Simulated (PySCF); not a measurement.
A GIAO shielding run with PySCF 2.14.0 with density-fitted response routines (density fitting, non-relativistic, gas phase) on `InChI=1S/C4H4N2Si/c5-3-1-2-4-6-7/h4H,7H3/b6-4+`:

```
$ OMP_NUM_THREADS=1 python probes_run.py task.json out

{"job": {"kind": "nmr", "xc": "BLYP", "basis": "pcSseg-1", "pop": false}, "charge": 0, "multiplicity": 1}
N      5.119801     1.271667    -0.040883
C      4.034705     0.856678     0.011880
C      2.756170     0.360420     0.077800
C      1.620675    -0.076753     0.135660
C      0.304233    -0.645344     0.230590
N     -0.726495    -0.015184    -0.154195
Si    -2.368058    -0.645667    -0.071107
H      0.288959    -1.668746     0.665029
H     -3.163536     0.290652     0.770223
H     -2.402104    -2.024835     0.518139
H     -2.907387    -0.668128    -1.458927
```

Hardware: 1 thread of an Arm Neoverse V1, shared host.

(1) How large is the calculation?

(2) How long does it take, and how much memory does it need?

(3) And these other runs on the same molecule and hardware: GIAO shielding at B3LYP/pcSseg-1; GIAO shielding at B97-D/pcSseg-1; GIAO shielding at BP86/pcSseg-1; GIAO shielding at CAM-B3LYP/pcSseg-1; GIAO shielding at KT2/pcSseg-1; GIAO shielding at PBE/pcSseg-1?

## Answers

(1) 56 electrons, 146 basis functions and 769 auxiliary functions.

(2) 18 s of wall time, with 18 SCF cycles; peak memory 0.68 GiB. Times on a shared host scatter by some tens of per cent.

(3) B3LYP/pcSseg-1: 146 functions, 12 s; B97-D/pcSseg-1: 146 functions, 19 s; BP86/pcSseg-1: 146 functions, 18 s; CAM-B3LYP/pcSseg-1: 146 functions, 17 s; KT2/pcSseg-1: 146 functions, 19 s; PBE/pcSseg-1: 146 functions, 19 s.
